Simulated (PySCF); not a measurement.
disilanylformaldehyde (CH₆OSi₂), SMILES O=C[SiH2][SiH3]. Coordinates come from a B3LYP-D3(BJ)/def2-SVP optimisation. The values are those of a single conformer.

Q: Give the equilibrium geometry at B3LYP-D3(BJ)/def2-SVP (PySCF confirms it by a frequency run) as Cartesian coordinates in Å. (Estimate from the structure and the level; the computed values follow.)

A: This is not unique; one that fits is 
```xyz
10

O      2.3327     0.3869    -0.2546
C      1.5865     0.0821     0.6462
Si    -0.0561    -0.8959     0.3129
Si    -1.6412     0.6483    -0.4880
H      1.8191     0.3959     1.7051
H     -0.5312    -1.5240     1.5827
H      0.2212    -1.9462    -0.7067
H     -2.9370    -0.0344    -0.7740
H     -1.1243     1.2787    -1.7362
H     -1.8663     1.7078     0.5391
```
Charge 0, spin multiplicity 1.
